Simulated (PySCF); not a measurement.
BCl₂, SMILES Cl[B-]Cl (connectivity only; charge and spin as stated), charge -1, multiplicity 1. Atoms are numbered in the order given.

```xyz
3

B      0.0000     0.0000     1.0173
Cl     0.0000     1.4915    -0.1496
Cl     0.0000    -1.4915    -0.1496
```
Charge -1, spin multiplicity 1.

Geometry: PBE0-D3(BJ)/def2-TZVPD.

Two levels are set side by side: PBE/pcSseg-2 (PySCF) and KT2/pcSseg-2 (PySCF). GIAO shifts against BF3 (¹¹B), HCl (³⁵Cl) at the same level; non-relativistic, no solvent, atoms listed together averaged. Without spin–orbit terms, shifts of atoms bonded to Cl or Br come out too high at both levels. Differences are taken from unrounded values.

```csv
quantity,KT2
δ(¹¹B) of B1 (ppm),110.9
"δ(³⁵Cl) of Cl2, Cl3 (ppm)",502.5
```

Question: What does PBE give, and how far is it from KT2? (The exact figures need the calculation; the answer reports its results.)

Answer: 
```csv
quantity,PBE,PBE minus KT2
δ(¹¹B) of B1 (ppm),132.4,21.5
"δ(³⁵Cl) of Cl2, Cl3 (ppm)",540.9,38.4
```

Rough cost on one machine, each run with all the roots and properties that it gave: KT2 against PBE within a factor of 2.
